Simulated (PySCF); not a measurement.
FH3OSe2Si, SMILES O[Si](F)([SeH])[SeH]. Geometry optimised at ωB97X-D3(BJ)/def2-SVP. One conformer was computed; it need not be the lowest.

Computed equilibrium geometry at ωB97X-D3(BJ)/def2-SVP (PySCF confirms it by a frequency run) as a Z-matrix (one conformer of several):
```
Si
F 1 1.6241
O 1 1.6484 2 108.47
H 3 0.9647 1 116.74 2 -55.10
Se 1 2.2362 2 113.20 3 118.37
H 5 1.4674 1 92.16 2 -88.40
Se 1 2.2489 2 102.72 3 -123.07
H 7 1.4667 1 91.82 2 179.61
```
